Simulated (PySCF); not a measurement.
dihydroxy(hydroxysilyl)silane (H6O3Si2), SMILES O[SiH2][SiH](O)O. Geometry: ωB97X-D3(BJ)/def2-SVP. Other conformers were not sampled.

Computed equilibrium geometry at ωB97X-D3(BJ)/def2-SVP (PySCF confirms it by a frequency run) as Cartesian coordinates in Å (one conformer of several):
```xyz
11

O      1.0891     1.6290     0.5656
Si     1.3544     0.3193    -0.4721
Si    -0.5892    -0.8489     0.0508
O     -1.0558    -0.1206     1.4737
O     -1.6451    -0.6016    -1.2168
H      1.7345     2.3430     0.5777
H      1.4788     0.7696    -1.8913
H      2.6252    -0.3889    -0.1198
H     -0.4810    -2.3071     0.3298
H     -0.6642     0.7605     1.5697
H     -2.5114    -1.0174    -1.1478
```
Charge 0, spin multiplicity 1.
